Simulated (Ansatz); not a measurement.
Born–Oppenheimer molecular dynamics of a periodic cell of 32 atoms, NaH$_{20}$ClO$_{10}$ (contents 10 H2O + 1 Na + 1 Cl, density as packed 1.05 g/cm³ with natural masses). It goes on from the last frame of an earlier run, with new velocities.

Method: DFT LDA, scalar-relativistic, plane waves, PAW in Ansatz. Settings: accuracy low, cutoff 420 eV, k mesh 1x1x1, fermi-dirac smearing 0.02 eV, no spin polarisation.

```yaml
ensemble: NPT, Langevin
time_step: 0.5 fs
steps_asked: 400
set_temperature: 300 K
friction: 0.005 /fs
pressure: 5 GPa
seed: 699498
```

Frames 5 fs apart, positions in Å, forces in eV/Å.

Velocities at 25.0 fs (Å/ps):

```
O -2.61 0.65 5.45
H 5.76 -3.93 4.67
H 18.11 -7.79 1.51
O -0.17 4.58 -0.64
H -3.05 4.44 -16.93
H 1.79 -8.62 -20.08
O 0.94 2.05 1.64
H -5.94 -5.10 23.30
H -22.62 -15.84 -20.54
O 0.34 0.79 0.19
H 18.21 17.00 -0.55
H -7.36 25.95 -7.18
O -1.26 -2.19 3.57
H -8.64 -1.69 -0.80
H -5.18 18.43 4.75
O -0.47 -2.87 -1.79
H 6.13 3.94 -24.60
H -22.94 -2.46 -5.65
O 3.47 -5.57 -5.24
H 23.99 10.46 12.36
H 22.49 -8.09 -17.09
O -6.36 -1.59 2.25
H -17.37 2.73 -0.15
H -18.19 18.07 20.75
O -0.69 1.91 0.14
H -28.06 16.40 9.67
H -8.87 -25.82 12.05
O 2.46 -9.56 -6.51
H 1.21 -6.45 0.96
H -14.73 54.25 -1.30
Na 3.21 1.73 2.17
Cl 2.85 3.76 5.62
```

```xyz
32
Lattice="6.8918 0.0000 0.0000 0.0000 6.8918 0.0000 0.0000 0.0000 6.8918" Properties=species:S:1:pos:R:3:forces:R:3 time_fs=25.0 energy_less_start_eV=0.074 T=284
O 1.717 4.243 2.107 1.61 -0.84 -0.42
H 0.759 4.042 2.111 -1.29 -0.26 0.09
H 2.148 3.409 1.744 -0.24 0.78 0.16
O 6.648 3.131 4.672 0.70 -1.96 1.58
H 6.361 3.550 3.824 -0.64 0.08 -1.12
H 6.684 2.139 4.502 -0.55 1.37 -0.19
O 5.016 1.154 3.377 2.02 -1.15 -1.83
H 4.612 1.463 2.510 0.13 0.00 0.51
H 4.441 1.338 4.110 -1.45 1.32 1.27
O 3.002 -0.441 3.624 -0.25 1.14 0.60
H 2.753 0.308 4.254 0.02 -0.49 -0.50
H 3.952 -0.139 3.397 -0.53 -0.22 -0.58
O 3.562 5.764 6.009 -0.50 -0.45 0.35
H 3.725 6.188 5.144 0.21 0.01 0.08
H 2.832 5.116 5.701 0.56 -0.03 0.71
O 1.486 0.978 6.979 -1.14 0.50 -0.69
H 2.081 1.344 6.257 0.38 -0.36 0.17
H 0.574 1.096 6.628 0.42 -0.01 0.36
O 6.023 3.883 2.400 0.36 -1.70 -0.71
H 5.614 4.698 2.094 -1.06 1.45 -0.40
H 5.482 3.173 1.825 0.66 0.93 0.69
O 2.028 3.952 5.030 -0.20 0.23 -0.83
H 2.248 4.329 4.127 -0.42 -0.24 0.38
H 1.010 3.596 4.960 0.12 0.50 -0.17
O 3.248 1.812 5.104 -0.53 -0.03 0.56
H 2.579 2.596 4.941 0.97 0.42 0.03
H 3.808 2.186 5.885 -0.52 -0.50 -0.54
O 4.159 5.659 1.579 0.64 0.27 -0.53
H 4.060 5.861 0.582 0.30 -0.35 -0.08
H 3.566 4.899 1.679 -0.06 -0.50 0.24
Na 1.981 6.430 1.531 0.24 -0.09 0.34
Cl 4.202 2.338 0.789 0.06 0.17 0.46
32
Lattice="6.7775 0.0000 0.0000 0.0000 6.7775 0.0000 0.0000 0.0000 6.7775" Properties=species:S:1:pos:R:3:forces:R:3 time_fs=30.0 energy_less_start_eV=0.259 T=323
O 1.685 4.167 2.096 -0.54 0.32 0.19
H 0.672 3.930 2.095 0.53 0.09 -0.02
H 2.176 3.403 1.759 0.31 -0.76 -0.42
O 6.535 3.093 4.596 -0.96 1.77 -0.36
H 6.196 3.492 3.644 0.13 -0.32 1.17
H 6.529 2.186 4.328 -0.20 -1.84 -0.22
O 4.951 1.131 3.328 -0.92 -0.16 1.09
H 4.496 1.466 2.513 0.49 0.14 -0.43
H 4.201 1.371 4.049 1.47 0.48 -0.62
O 2.953 -0.424 3.572 -0.31 0.62 -0.15
H 2.773 0.351 4.160 -0.67 0.07 0.25
H 3.834 -0.063 3.218 0.18 -0.57 -0.36
O 3.493 5.659 5.929 0.44 0.45 0.81
H 3.657 6.068 5.060 0.18 -0.05 -0.26
H 2.768 5.035 5.691 -0.25 -0.80 0.04
O 1.452 0.957 6.846 0.76 0.32 -0.32
H 2.073 1.271 6.098 -0.28 -0.43 0.47
H 0.561 1.073 6.539 -1.10 0.29 -0.40
O 5.946 3.791 2.326 1.20 2.99 0.48
H 5.535 4.722 2.078 -0.56 -1.35 0.00
H 5.525 3.139 1.743 -1.05 -0.87 -0.96
O 1.962 3.879 4.953 -0.04 0.35 0.47
H 2.099 4.256 4.064 0.10 0.26 -0.72
H 0.910 3.658 4.949 0.05 -0.53 -0.32
O 3.183 1.790 5.017 -1.27 -0.28 -0.50
H 2.540 2.669 4.908 0.76 0.17 0.00
H 3.705 2.004 5.836 0.41 0.08 0.41
O 4.112 5.528 1.514 -0.55 -0.95 0.86
H 4.036 5.711 0.520 0.10 -0.33 -0.45
H 3.326 4.892 1.685 1.81 0.56 -0.06
Na 1.965 6.331 1.517 -0.05 0.21 0.25
Cl 4.146 2.320 0.805 -0.20 0.04 0.09
32
Lattice="6.6615 0.0000 0.0000 0.0000 6.6615 0.0000 0.0000 0.0000 6.6615" Properties=species:S:1:pos:R:3:forces:R:3 time_fs=35.0 energy_less_start_eV=0.413 T=352
O 1.655 4.087 2.080 1.28 -0.76 -0.27
H 0.655 3.838 2.095 -0.04 0.00 -0.20
H 2.226 3.334 1.720 -0.82 0.53 0.24
O 6.407 3.057 4.512 -1.21 -2.76 0.30
H 6.033 3.408 3.658 -0.39 0.93 -0.71
H 6.340 2.084 4.146 0.01 1.31 1.02
O 4.880 1.103 3.290 0.57 0.30 -0.67
H 4.503 1.477 2.429 0.79 -0.25 0.16
H 4.204 1.502 3.923 0.11 -0.03 0.58
O 2.902 -0.391 3.529 -0.36 0.08 -0.75
H 2.672 0.401 4.088 0.24 0.11 -0.14
H 3.728 -0.105 2.989 -0.41 -0.26 0.85
O 3.422 5.554 5.853 -0.36 -0.47 0.24
H 3.626 5.923 4.951 -0.29 -0.44 -0.02
H 2.703 4.809 5.695 0.80 0.63 -0.48
O 1.417 0.941 6.709 -2.15 0.13 0.18
H 2.068 1.121 5.982 -0.20 0.28 -0.57
H 0.472 1.084 6.407 1.45 0.01 0.12
O 5.873 3.723 2.252 0.17 -0.27 -0.89
H 5.324 4.532 2.033 -0.64 0.57 -0.28
H 5.446 3.051 1.565 0.38 0.70 0.87
O 1.900 3.806 4.879 0.46 1.82 -0.50
H 1.968 4.202 3.952 0.23 -0.13 0.37
H 0.827 3.608 4.875 0.43 -0.94 -0.14
O 3.103 1.760 4.920 0.41 0.23 0.83
H 2.670 2.766 4.853 -0.41 -0.68 0.04
H 3.641 1.844 5.803 -0.30 -0.10 -0.91
O 4.062 5.396 1.453 1.99 0.93 -0.09
H 4.021 5.477 0.369 -0.29 -0.16 0.60
H 3.327 4.851 1.710 -0.64 -1.25 0.45
Na 1.944 6.229 1.505 -0.26 0.13 0.14
Cl 4.087 2.304 0.818 -0.52 -0.21 -0.36
32
Lattice="6.5499 0.0000 0.0000 0.0000 6.5499 0.0000 0.0000 0.0000 6.5499" Properties=species:S:1:pos:R:3:forces:R:3 time_fs=40.0 energy_less_start_eV=0.979 T=399
O 1.639 4.003 2.070 0.41 0.58 0.38
H 0.627 3.753 2.077 -0.01 0.31 -0.24
H 2.164 3.304 1.666 0.29 -1.06 -0.50
O 6.264 2.991 4.435 -1.63 0.99 0.62
H 5.842 3.471 3.598 0.67 -0.49 0.24
H 6.159 2.093 4.122 -0.32 -1.63 -0.50
O 4.816 1.080 3.252 1.45 0.19 0.25
H 4.671 1.429 2.332 0.02 -0.01 0.20
H 4.262 1.653 3.877 -0.10 -0.72 -0.55
O 2.846 -0.355 3.490 -1.69 -1.29 -0.14
H 2.647 0.468 4.005 0.50 0.40 -0.04
H 3.611 -0.179 2.915 1.00 0.59 0.02
O 3.348 5.447 5.783 0.63 0.40 -0.45
H 3.542 5.686 4.826 -0.14 0.18 0.06
H 2.753 4.669 5.627 -0.86 -0.50 -0.35
O 1.369 0.933 6.580 1.49 -0.25 -0.21
H 2.024 1.024 5.788 -0.81 0.27 0.85
H 0.524 1.126 6.227 -1.81 0.46 -0.64
O 5.801 3.663 2.173 -0.65 2.02 0.50
H 5.018 4.396 1.948 0.98 0.55 -0.25
H 5.405 3.033 1.523 0.07 -0.90 -0.29
O 1.851 3.753 4.803 0.81 0.98 0.14
H 1.888 4.126 3.892 0.22 0.26 -0.34
H 0.823 3.378 4.770 0.23 -0.17 0.02
O 3.032 1.732 4.835 0.20 -0.27 -0.59
H 2.726 2.753 4.786 -1.08 -0.22 0.17
H 3.568 1.670 5.653 0.60 0.12 0.74
O 4.035 5.275 1.397 -0.32 -1.70 2.80
H 3.955 5.208 0.329 -0.05 0.32 0.10
H 3.310 4.657 1.812 1.18 1.03 -0.96
Na 1.922 6.132 1.498 -0.37 0.10 -0.11
Cl 4.030 2.285 0.829 -0.90 -0.54 -0.93
32
Lattice="6.4576 0.0000 0.0000 0.0000 6.4576 0.0000 0.0000 0.0000 6.4576" Properties=species:S:1:pos:R:3:forces:R:3 time_fs=45.0 energy_less_start_eV=1.423 T=445
O 1.639 3.934 2.068 1.17 -1.04 -0.67
H 0.582 3.731 2.023 0.17 0.41 -0.01
H 2.111 3.180 1.585 -0.49 0.68 0.58
O 6.122 2.928 4.378 -0.64 -2.09 1.09
H 5.776 3.450 3.562 0.50 -0.47 -0.41
H 5.906 1.954 4.104 0.11 1.23 -0.14
O 4.793 1.060 3.225 1.91 -0.43 -0.31
H 4.844 1.391 2.277 -0.39 -0.01 0.66
H 4.278 1.700 3.791 -0.73 -0.27 -0.44
O 2.780 -0.335 3.457 0.45 0.51 -0.80
H 2.735 0.600 3.939 -0.09 -0.87 0.00
H 3.630 -0.138 2.920 -0.60 -0.19 0.77
O 3.281 5.356 5.718 -0.13 -0.89 -1.24
H 3.422 5.511 4.708 -0.02 0.74 0.52
H 2.676 4.525 5.491 -0.25 0.62 0.48
O 1.318 0.934 6.472 -3.31 0.65 -0.44
H 1.892 0.997 5.691 1.11 0.10 -0.57
H 0.450 1.202 6.020 1.06 -0.45 1.25
O 5.734 3.640 2.112 -0.21 0.81 0.01
H 4.929 4.415 1.817 1.04 0.14 -0.31
H 5.420 2.903 1.486 0.28 0.60 0.52
O 1.819 3.726 4.744 0.01 0.17 -0.50
H 1.861 4.108 3.811 0.00 -0.26 0.11
H 0.871 3.132 4.690 -0.46 1.15 -0.21
O 2.980 1.708 4.763 1.20 -0.92 0.40
H 2.556 2.691 4.755 -0.03 0.23 0.13
H 3.563 1.532 5.592 -0.64 0.65 -0.58
O 4.029 5.154 1.378 1.65 0.45 1.28
H 3.882 5.034 0.304 0.12 0.67 -0.29
H 3.383 4.587 1.794 -1.49 -0.88 0.58
Na 1.906 6.054 1.496 -0.34 0.03 -0.30
Cl 3.978 2.270 0.837 -0.97 -1.07 -1.15
32
Lattice="6.3847 0.0000 0.0000 0.0000 6.3847 0.0000 0.0000 0.0000 6.3847" Properties=species:S:1:pos:R:3:forces:R:3 time_fs=50.0 energy_less_start_eV=1.577 T=553
O 1.664 3.868 2.071 0.26 0.68 0.17
H 0.557 3.810 1.986 0.19 -0.14 0.11
H 2.021 3.113 1.582 0.38 -0.76 -0.32
O 5.993 2.849 4.356 0.60 0.96 0.81
H 5.807 3.334 3.452 -0.02 0.09 0.06
H 5.686 1.967 4.066 0.09 -1.23 -0.14
O 4.807 1.039 3.206 0.76 -0.18 0.33
H 4.962 1.374 2.292 -0.46 -0.22 -0.29
H 4.148 1.692 3.616 -0.15 -0.58 -0.20
O 2.728 -0.313 3.424 -0.11 -0.06 -0.14
H 2.790 0.603 3.899 -1.19 -0.13 0.56
H 3.610 -0.116 3.036 0.89 -0.53 -0.89
O 3.222 5.268 5.657 -0.13 -0.23 0.27
H 3.300 5.508 4.683 0.17 0.44 -0.31
H 2.553 4.492 5.473 0.05 0.41 0.26
O 1.239 0.949 6.380 0.74 -0.20 -0.64
H 1.924 0.999 5.584 -1.08 0.13 1.19
H 0.412 1.244 6.004 -0.89 0.26 -0.26
O 5.680 3.644 2.064 2.62 0.86 1.36
H 5.051 4.501 1.635 -1.12 -0.20 0.21
H 5.479 2.853 1.537 -0.44 -0.23 -0.67
O 1.789 3.717 4.693 -1.03 -0.79 -0.54
H 1.865 4.050 3.744 0.25 -0.17 -0.17
H 0.828 3.124 4.581 -0.88 0.68 0.26
O 2.952 1.675 4.707 -0.35 0.29 -0.65
H 2.394 2.678 4.769 0.80 -0.09 -0.26
H 3.497 1.515 5.506 0.61 0.42 0.80
O 4.052 5.052 1.391 -1.18 0.20 0.68
H 3.853 5.005 0.242 0.13 0.58 0.62
H 3.301 4.460 1.805 1.43 0.71 -0.63
Na 1.892 5.994 1.498 -0.16 0.26 -0.64
Cl 3.929 2.258 0.843 -0.75 -1.24 -0.97
32
Lattice="6.3299 0.0000 0.0000 0.0000 6.3299 0.0000 0.0000 0.0000 6.3299" Properties=species:S:1:pos:R:3:forces:R:3 time_fs=55.0 energy_less_start_eV=1.895 T=569
O 1.698 3.817 2.079 1.09 -0.49 -0.88
H 0.591 3.852 1.982 0.27 -0.47 0.08
H 1.986 2.983 1.600 -0.16 0.73 0.41
O 5.887 2.783 4.360 -0.04 1.00 -1.08
H 5.826 3.259 3.326 -0.59 -0.27 1.12
H 5.556 1.849 4.006 0.80 0.39 0.33
O 4.843 1.009 3.193 -0.51 0.11 -0.66
H 4.984 1.309 2.249 -0.27 -0.46 0.20
H 4.003 1.583 3.436 0.67 -0.83 0.49
O 2.692 -0.300 3.394 1.26 -0.33 -0.67
H 2.603 0.577 3.961 0.07 -0.03 -0.24
H 3.668 -0.206 3.043 -1.39 0.04 0.28
O 3.179 5.197 5.614 1.27 1.52 0.99
H 3.211 5.590 4.657 -0.16 -0.49 0.46
H 2.416 4.547 5.502 -0.23 -0.60 -0.55
O 1.156 0.968 6.309 -2.68 -0.22 1.95
H 1.834 1.028 5.639 0.91 0.48 -1.50
H 0.290 1.316 5.987 0.75 -0.08 -0.15
O 5.676 3.666 2.034 2.82 -1.31 1.25
H 5.010 4.548 1.532 0.31 -0.96 0.67
H 5.483 2.815 1.540 -0.07 0.97 -0.07
O 1.748 3.712 4.649 -1.36 -0.86 -0.19
H 1.930 3.938 3.688 -0.07 0.10 -0.08
H 0.608 3.283 4.555 0.44 -0.61 0.43
O 2.938 1.653 4.661 0.34 0.70 0.55
H 2.373 2.669 4.742 -0.03 0.08 -0.32
H 3.507 1.614 5.516 -0.28 0.20 -0.73
O 4.081 4.976 1.414 -1.17 3.90 -0.96
H 3.839 5.107 0.304 -0.50 0.06 -0.33
H 3.399 4.397 1.767 -0.85 -1.16 0.56
Na 1.876 5.952 1.492 -0.24 0.21 -0.74
Cl 3.890 2.244 0.845 -0.39 -1.30 -0.61
```

Of the whole run (200 fs, mean temperature of the second half 581 K): The conserved energy stayed within 0.33 meV per atom of its start (net change 0.059 meV per atom), so the integration is sound. The mean temperature of the second half is 94 % above the set value. A run of 0.2 ps of so small a system gives no equilibrium averages. Limits of this set-up: coarse k mesh, low accuracy level. The cell's volume went from 378 to 231 Å³.

Run time: 9.7 min on 1 thread of Arm Neoverse V1 (shared host), peak memory 0.42 GiB.
